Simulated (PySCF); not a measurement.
# Pt²⁺ (platinum, charge +2): MN15 calculation

Configuration: [Xe] 4f14 5d8, high-spin 3F determinant. Calculation: PySCF 2.14, in aug-cc-pVDZ-PP with ECP60MDF (5s5p4d2f, 54 functions); scalar relativity through the core potential.

| Property | Result |
| --- | --- |
| Total energy | -118.1283 hartree |
| One-electron energy | -195.0935 hartree |
| Hartree (Coulomb) energy | 87.7792 hartree |
| Exchange-correlation energy | -10.8140 hartree |
| ⟨S²⟩ | 2.0009 |
| ⟨L²⟩ | 12.003 |
| Sum of ⟨r⟩ | 21.39 bohr |
| Sum of ⟨r²⟩ | 33.55 bohr² |
| Time after the integrals | 1.8 s of wall time on 1 thread of Neoverse-V2 (shared host) |

```
shell  electrons  mean orbital energy (eV)  spread (eV)  rms radius, mean of both spins (bohr)
 5s α          1                   -125.79            0                                   1.03
 5s β          1                   -124.90            0                                   1.03
 5p α          3                   -80.493            0                                   1.19
 5p β          3                   -79.213            0                                   1.19
 5d α          5                   -28.930        0.334                                   1.70
 5d β          3                   -27.789            0                                   1.70
```

Energies and moments cover only the electrons outside the core potential. Spin-orbit coupling, absent here, splits the open shell strongly.
